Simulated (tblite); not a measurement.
A tight-binding relaxation on `C=C=C(C#C[SiH2]C)CC`.

Computed with GFN2-xTB geometry optimisation, gas phase (tblite 0.8.0). Start geometry: from a force field or distance geometry. A driver script takes a list of jobs; this job's settings line and coordinates (Å) are shown.

Command:
```bash
OMP_NUM_THREADS=1 python probes_run.py task.json out
```

Input:
```
{"job": {"kind": "relax", "xc": "GFN2-xTB", "basis": "xTB"}, "charge": 0, "multiplicity": 1}
C     -1.644400     2.429300    -1.730900
C     -1.450700     1.240400    -1.278600
C     -1.232800     0.030600    -0.802700
C      0.088100    -0.253300    -0.398800
C      1.207000    -0.516100    -0.029200
Si     2.949200    -0.890200     0.507900
C      4.053400     0.598300     0.397400
C     -2.309200    -1.011400    -0.703700
C     -3.001100    -1.004400     0.649700
H     -1.229100     2.738100    -2.672700
H     -2.243100     3.145600    -1.167800
H      3.513200    -1.980100    -0.328800
H      2.936200    -1.384500     1.920600
H      5.074100     0.354600     0.722900
H      4.106600     0.978800    -0.623300
H      3.681000     1.409000     1.046600
H     -1.882400    -2.005900    -0.879700
H     -3.065200    -0.867200    -1.495200
H     -3.485400    -0.031700     0.845900
H     -3.775300    -1.772600     0.691800
H     -2.299000    -1.190200     1.463100
```

Output:
```
step      E/eV     max force
  0    -675.77826    1.311
  1    -675.82687    1.462
  2    -675.84303    1.207
  3    -675.86454    0.609
  4    -675.87960    1.016
  5    -675.90088    0.565
  6    -675.92031    0.524
  7    -675.93182    0.309
  8    -675.94230    0.360
  9    -675.95272    0.431
... (102 lines left out)
112    -676.00892    0.038
113    -676.00908    0.046
114    -676.00918    0.032
115    -676.00927    0.021
116    -676.00938    0.017
117    -676.00943    0.016
118    -676.00948    0.011
119    -676.00951    0.010
120    -676.00953    0.010
121    -676.00954    0.009
```

«max force» is the largest atomic force in eV/Å.

**Question.** From which step on does the largest force stay under 0.1 eV/Å, and how much energy is left to gain from there?

**Answer.** From step 18 (0.098 eV/Å), 23.7 meV above the end.

In short: energy lowered by 5.3 kcal/mol over 121 steps; largest atomic force 0.009 eV/Å at the end.

On one thread, Arm Neoverse V2 (aarch64), shared host, this took 0.92 s wall.
Labels such as C1 count atoms from 1, the log's own numbers from 0.
